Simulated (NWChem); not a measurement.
Polarisability of HFSi

```
Si
F 1 1.6354
H 1 1.5468 2 96.80
```
Charge 0, spin multiplicity 1.

Program: NWChem. Structure: optimised with PBE0/def2-SVP, a minimum by its harmonic frequencies.

Basis set: 6-31G*. Static limit. This basis has no diffuse functions, which lowers polarisabilities.

The correlated methods keep 6 core orbitals frozen. B3LYP has NWChem's definition, with VWN1-RPA local correlation. The Pople sets run with spherical d functions. The structure started from a generated list of species. Coupled-cluster values serve here as a point of comparison, not as the truth.

```
method                isotropic polarisability (bohr³)
--------------------  --------------------------------
HF                                                   …
LDA (SVWN5)                                      24.68
PBE                                                  …
B3LYP                                                …
CCSD linear response                                 …
```

**Question.** What belongs in the gaps?

**Answer.** 
- HF, isotropic polarisability (bohr³): 23.63
- PBE, isotropic polarisability (bohr³): 24.75
- B3LYP, isotropic polarisability (bohr³): 24.16
- CCSD linear response, isotropic polarisability (bohr³): 23.51
